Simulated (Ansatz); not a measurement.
Molecule: C₃H₇Si, charge -1, multiplicity 1. It need not be the lowest isomer of its formula. Whether it binds its extra electron was not tested at this geometry. 
Structure (B3LYP-D3(BJ)/def2-TZVP (Ansatz, a program for electronic structure) minimum search):
SMILES: C=CC[SiH2-]
```xyz
11

C     -2.2330    -0.2262     0.0378
C     -1.0316    -0.6194    -0.4064
C      0.0926     0.2317    -0.8175
Si     1.4792     0.3736     0.6531
H     -2.5012     0.8246     0.0824
H     -2.9686    -0.9364     0.3981
H     -0.8153    -1.6871    -0.3923
H      0.6019    -0.1953    -1.6842
H     -0.2446     1.2427    -1.0639
H      2.7047     0.3476    -0.2934
H      1.5459    -1.1431     0.9278
```
Charge -1, spin multiplicity 1.

Basis-set convergence of Hartree-Fock and CCSD correlation energies (hartree) with Ansatz. Valence correlation only, unless marked. No spin-orbit coupling. No relativistic terms.

```json
[
 {"basis": "aug-cc-pV(D+d)Z", "functions": "164", "E(HF)": "-406.56903", "E(corr, CCSD)": "-0.61074"},
 {"basis": "aug-cc-pV(T+d)Z", "functions": "354", "E(HF)": "-406.60847", "E(corr, CCSD)": "-0.70406"},
 {"basis": "aug-cc-pV(Q+d)Z", "functions": "651", "E(HF)": "-406.61798", "E(corr, CCSD)": "-0.73005"}
]
```

Extrapolating the two largest sets (X = 3 and 4) as X^-3: E(corr) = (64·(-0.73005) - 27·(-0.70406))/37 = -0.7490 Eh, an estimate of the basis-set limit. The largest set recovers 97.5 % of it, the smallest 81.5 %.
